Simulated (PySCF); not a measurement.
Species: CH$_{3}$BBr, net charge 0, doublet state. It need not be the lowest isomer of its formula. SMILES: C[B]Br
Geometry: optimised at B3LYP-D3(BJ)/def2-TZVP (Ansatz).

Dispersion corrections to the total energy (kcal/mol) from the dftd3 and dftd4 libraries through PySCF: D3(BJ) without and D4 with the three-body term, each with the damping fitted for the functional named.

| functional | D3(BJ) | D4 |
|---|---|---|
| PW6B95 | ? | -2.02 |
| BP86 | -4.10 | -3.07 |
| HF | ? | -8.36 |
| CAM-B3LYP | ? | -1.94 |
| revPBE | -6.12 | -7.07 |
| HSE06 | -1.67 | -1.78 |
| r2SCAN | -0.64 | -0.52 |

Complete the blanks.


- PW6B95, D3(BJ): -1.34
- HF, D3(BJ): -21.53
- CAM-B3LYP, D3(BJ): -1.99
